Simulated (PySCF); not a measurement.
Isomers of C8H12BN, from PBE0-D3(BJ)/def2-SVP geometry optimisation, gas phase in PySCF. One conformer each, no zero-point energy, no frequencies.

Question: Which isomer lies lowest at this level?
A. `[BH3-:1][n+:2]1[cH:3][cH:4][cH:5][cH:6][c:7]1[CH:8]1[CH2:9][CH2:10]1` with C6–C7–C8–C9 -31°: A = 2256, B = 1129, C = 805.1 MHz, dipole 6.09 D
B. `[CH3:1][N:2]([CH3:3])[BH:4][c:5]1[cH:6][cH:7][cH:8][cH:9][cH:10]1` with N2–B4–C5–C6 138°: A = 3433, B = 711.3, C = 625.2 MHz, dipole 1.74 D
C. `[BH2:1][c:2]1[cH:3][cH:4][cH:5][cH:6][c:7]1[N:8]([CH3:9])[CH3:10]` with H–B1–C2–C3 17° and -158°: A = 2184, B = 1178, C = 805.6 MHz, dipole 2.62 D
D. `[BH:1]1[CH2:2][CH2:3][CH2:4][C@@H:5]1[n:6]1[cH:7][cH:8][cH:9][cH:10]1` with C4–C5–N6–C7 -85°, C5–B1–C2–C3 12°, B1–C2–C3–C4 -30°, C2–C3–C4–C5 38°, C3–C4–C5–N6 88°: A = 3120, B = 931.5, C = 867.2 MHz, dipole 2.38 D

Answer: B. That is `CN(C)Bc1ccccc1`, 34.3 kcal/mol below the next.

```
                SMILES                                                          mapped SMILES      E (Eh)  relative (kcal/mol)  relative (kJ/mol)  dipole (D)
        CN(C)Bc1ccccc1      [CH3:1][N:2]([CH3:3])[BH:4][c:5]1[cH:6][cH:7][cH:8][cH:9][cH:10]1  -390.97722                  0.0                0.0        1.74
   B1CCC[C@@H]1n1cccc1  [BH:1]1[CH2:2][CH2:3][CH2:4][C@@H:5]1[n:6]1[cH:7][cH:8][cH:9][cH:10]1  -390.92258                 34.3              143.5        2.38
[BH3-][n+]1ccccc1C1CC1   [BH3-:1][n+:2]1[cH:3][cH:4][cH:5][cH:6][c:7]1[CH:8]1[CH2:9][CH2:10]1  -390.91638                 38.2              159.7        6.09
        Bc1ccccc1N(C)C      [BH2:1][c:2]1[cH:3][cH:4][cH:5][cH:6][c:7]1[N:8]([CH3:9])[CH3:10]  -390.91340                 40.0              167.5        2.62
```

As drawn, the lowest has a B–N bond, which the highest lacks.
